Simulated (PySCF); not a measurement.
Constitutional and geometric isomers with formula C4H4. Gas-phase values, no solvent. Strings in code marks are SMILES.

The vertical ionisation energy (Delta-SCF) from two functionals at the same geometries (CAM-B3LYP-D3(BJ)/def2-TZVP), both in PySCF: PBE-D3(BJ)/def2-TZVP and CAM-B3LYP-D3(BJ)/def2-TZVP. Delta-SCF ions had no search for a lower state. 

| species | PBE-D3(BJ)/def2-TZVP (eV) |
|---|---|
| `C=CC#C` | 9.38 |
| `C1=CC=C1` | 7.95 |
| `C1(C=C1)=C` | 8.31 |
| `C(=C)=C=C` | 9.23 |

Task: What does CAM-B3LYP-D3(BJ)/def2-TZVP give for each?

Result: 
- `C=CC#C`: 9.47
- `C1=CC=C1`: 7.94
- `C1(C=C1)=C`: 8.24
- `C(=C)=C=C`: 9.24
Over these rows, drawn at random from the members with no instability flagged (it was tested for open shells, ions and some series alone), PBE minus CAM-B3LYP-D3(BJ): mean -0.01 eV, from -0.09 eV to +0.07 eV.
